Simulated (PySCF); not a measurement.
SMILES B[SiH2]CC(C)=O, singlet (GFN2-xTB optimised geometry):

```
15

B     -2.230    -2.891    -1.834
Si    -1.059    -1.325    -1.884
C     -0.770    -0.812    -0.036
C     -0.144     0.535     0.000
C      1.366     0.535     0.000
O     -0.792     1.556     0.000
H     -1.802    -3.976    -1.744
H     -3.394    -2.787    -1.859
H      0.301    -1.531    -2.429
H     -1.549    -0.126    -2.578
H     -1.741    -0.776     0.457
H     -0.145    -1.556     0.452
H      1.727     0.143     0.949
H      1.735    -0.104    -0.797
H      1.741     1.547    -0.131
```

Level of theory: B3LYP/def2-TZVP in PySCF.

Task: What are the frontier orbital energies and the dipole moment?

Result: HOMO-2 -8.97 eV, HOMO-1 -8.47 eV, HOMO -6.91 eV, LUMO -2.99 eV, LUMO+1 -0.54 eV; dipole moment 3.11 D.

Meta-Löwdin charges at B3LYP/def2-TZVP: B1 -0.18, Si2 0.53, C3 -0.46, C4 0.40, C5 -0.38, O6 -0.43, H7 0.03, H8 0.03, H9 -0.11, H10 -0.09, H11 0.13, H12 0.12, H13 0.13, H14 0.13, H15 0.13.
